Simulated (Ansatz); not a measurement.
C3H7GaSi. Total charge 0; spin multiplicity 1. Correlated methods include outer-core shells of Ga, which these sets cover unevenly. Scalar relativity is left out up to krypton. The bonds changed during the relaxation, so this is another structure than the one it started from.

Z-matrix (Å, degrees):
```
C
C 1 1.494
Si 1 1.873 2 65.0
H 1 1.088 2 117.8 3 116.7
H 1 1.089 2 115.0 3 -104.3
C 2 1.327 1 137.4 3 -158.0
H 3 1.478 1 120.4 2 100.5
H 3 1.479 1 119.0 2 -106.8
H 6 1.088 2 121.5 1 -14.0
H 6 1.085 2 121.5 1 166.5
H 8 2.595 3 91.0 1 44.3
Ga 11 1.691 8 79.9 3 80.9
```

Question: Give the diagnostics of a CCSD(T)/def2-TZVPP run (frozen core, Ansatz 0.2.0). (Estimate.)

Answer: Computed: T1 = 0.0138, largest single amplitude 0.017, largest double 0.063, (T) share of the correlation energy 4.6 %, 10 CCSD cycles. The RHF solution is stable towards an unrestricted one. T1 lies under the customary mark of 0.02 for closed shells.
